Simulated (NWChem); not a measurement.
System: GeHOClF₂; SMILES [F][Ge]([Cl])([OH])[F]

The following NWChem deck was run.

```
start job
memory heap 200 mb stack 900 mb global 1100 mb
geometry units angstroms noautoz
  O      1.677633    -0.763685     0.003686
  Ge     0.014198    -0.267144     0.000120
  F     -0.817713    -0.912647     1.354897
  F     -0.811812    -0.913314    -1.357961
  Cl    -0.099605     1.831499    -0.000398
  H      1.789397    -1.722832     0.001982
end
basis spherical
  * library def2-svp
end
dft
  xc xperdew91 perdew91
  iterations 150
  mulliken
end
task dft energy
```

The geometry was optimised at PBE0/def2-SVP.

Give the results of this calculation. (PW91/def2-SVP.) Quantities: energy (Ha); highest occupied level (eV); orbital gap (eV); dipole (D).


```
Item                            Value
---------------------------  --------
energy (Ha)                  -2812.29
highest occupied level (eV)     -8.28
orbital gap (eV)                 6.01
dipole (D)                       1.48
```
